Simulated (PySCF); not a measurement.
Static response to an electric field

Species: VOF3 (singlet state).
Cartesian coordinates in Å at the PBE0-D3(BJ)/def2-SVP level; atoms count from 1:
```xyz
5
F3OV angstrom
V      0.000    0.000    0.015
O     -0.002   -0.011    1.547
F      1.612    0.010   -0.518
F     -0.810    1.397   -0.513
F     -0.800   -1.396   -0.531
```

Level: CAM-B3LYP/def2-SVPD (PySCF), static field, nuclei fixed, core orbitals frozen in the response. The polarisability tensor in these axes (au):

```
x   33.22  0.00  0.00
y    0.00 33.23 -0.03
z    0.00 -0.03 37.48
```

Task: Give the principal values, the mean and the anisotropy Δα = √{½[(α1 − α2)² + (α2 − α3)² + (α1 − α3)²]}.

Result: Principal values 33.22, 33.23 and 37.48 au; mean 34.64 au = 5.13 Å³ = 5.71 × 10⁻⁴⁰ C²·m²/J; Δα = 4.25 au (12 % of the mean).

Task: What is the dipole moment, and where does it point?

Result: (0.00, 0.00, -0.21) D, 0.21 D in size, pointing from the negative to the positive side. Measured along this direction, the outermost atoms are O2 at the negative end and F5, F4 and F3 at the positive end.

Task: What depolarisation ratio follows for Rayleigh scattering of linearly polarised light, taking the static tensor?

Result: ρ = 3Δα²/(45ᾱ² + 4Δα²) = 54.3/(54010 + 72.4) = 0.001.

Task: Form Σ f/ω² (atomic units) for the 15 lowest TDDFT singlets, given as eV and f, and set it beside the mean polarisability, which is this sum over all singlets: 4.95, 0.0000; 5.22, 0.0013; 5.22, 0.0013; 5.51, 0.0066; 5.63, 0.0001; 5.63, 0.0001; 6.36, 0.0000; 6.57, 0.0000; 6.57, 0.0000; 6.85, 0.0040; 6.85, 0.0040; 7.01, 0.0027; 7.01, 0.0027; 7.13, 0.0000; 7.14, 0.0030.

Result: They add up to 0.49 au, 1.4 % of the 34.64 au; the largest single term is 0.16 au, from the state at 5.51 eV. Terms in order: 0.00, 0.03, 0.03, 0.16, 0.00, 0.00, 0.00, 0.00, 0.00, 0.06, 0.06, 0.04, 0.04, 0.00, 0.04 au. Higher excitations give the rest. The strengths listed sum to 0.026.

Task: Traceless (Buckingham) quadrupole moment about the centre of nuclear charge: eigenvalues?

Result: -0.30, -0.29, 0.58 D·Å. The values depend on the origin, since the dipole doesn't vanish. The electronic extent ⟨r²⟩ about the same centre is 429 bohr², a root-mean-square distance of 1.44 Å for the 58 electrons.

Task: Molar refractivity from α?

Result: Lorentz–Lorenz: R = (4π/3)N_A α = 2.5225 cm³/(mol·Å³) × 5.13 Å³ = 13.0 cm³/mol, in the limit of long wavelengths.

Task: How large is μ²/3kT at 400 K beside α?

Result: In Gaussian units μ²/3kT = 0.28 Å³ against 5.13 Å³, a ratio of 0.05; the Debye molar polarisation (4π/3)N_A(α + μ²/3kT) is 13.6 cm³/mol, leaving out the vibrational part.

Geometry: PBE0-D3(BJ)/def2-SVP; no solvent, vibrations or thermal averaging.
